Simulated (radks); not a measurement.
Results of a calculation; reference values are marked as such.
Q: All-electron atom: Eu XXVII in [Kr] 4d1. Level of theory: Dirac Kohn-Sham, relativistic LDA (MacDonald-Vosko exchange, VWN5 correlation), spin-unpolarised, spherical densities, finite nucleus; open shells fill j = l - 1/2 first; Fermi nuclear charge, rms radius 5.1115 fm (a radial shooting solver on a logarithmic mesh with Libxc functionals).

Spin-orbit splittings of the eigenvalues, e(l+1/2) - e(l-1/2), with zeta = 2 splitting/(2l+1) and mean radii in bohr:

shell  occ.  splitting (eV)  zeta (eV)  <r> j=l-1/2  <r> j=l+1/2
2p        6           641.2      427.5      0.07925      0.08593
3p        6           133.5      89.02       0.2371       0.2495
3d       10           29.47      11.79       0.2207       0.2245
4p        6               ?          ?       0.5220       0.5417
4d        1           7.986      3.194       0.5398       0.5455

Estimate the 4p splitting.

A: 37.95 eV (zeta = 25.30 eV).
